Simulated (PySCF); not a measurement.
ClFH3NOSi, SMILES Cl[Si@](O)(F)N.

The structure is a stationary point at PBE0-D3(BJ)/def2-SVP. The structure was generated by enumeration; whether it is a known compound was not checked. One conformer was computed; it need not be the lowest.

All values below come from PBE0-D3(BJ)/def2-SVP run with PySCF.

Frequencies are harmonic and unscaled.

```tsv
mode	ν (cm⁻¹)	IR (km/mol)	Raman (Å⁴/amu)	depolarisation	moving atoms (share of kinetic energy)
1	164	4.4	1.1	0.74	H 53 %, F 17 %, O 14 %, Cl 9 %
2	196	16.4	2.3	0.72	H 38 %, N 24 %, F 18 %, Cl 12 %
3	226	30.5	0.8	0.71	H 44 %, O 25 %, Cl 11 %, F 9 %
4	277	7.0	0.8	0.74	H 28 %, Si 22 %, F 19 %, O 12 %, Cl 11 %, N 8 %
5	318	17.4	3.5	0.63	Cl 28 %, F 20 %, O 19 %, H 15 %, N 9 %, Si 9 %
6	331	26.2	1.5	0.74	F 32 %, Si 19 %, N 16 %, H 14 %, O 13 %
7	385	109.0	1.7	0.72	H 59 %, O 24 %, N 8 %
8	440	182.5	2.2	0.08	H 70 %, N 27 %
9	559	162.3	4.0	0.05	Si 37 %, Cl 36 %, H 10 %
10	795	103.0	5.4	0.08	H 39 %, O 21 %, F 20 %, N 15 %
11	811	14.0	1.5	0.31	H 67 %, N 16 %, O 14 %
12	874	221.1	2.3	0.17	H 47 %, Si 27 %, F 9 %, N 8 %
13	955	177.8	1.3	0.64	Si 47 %, N 26 %, F 16 %, H 8 %
14	1006	191.9	1.1	0.59	Si 49 %, O 28 %, F 11 %, H 8 %
15	1539	70.2	4.9	0.74	H 89 %, N 11 %
16	3617	50.6	96.6	0.11	H 96 %
17	3717	55.8	56.8	0.75	H 91 %, N 9 %
18	3921	119.5	96.1	0.29	H 94 %
```
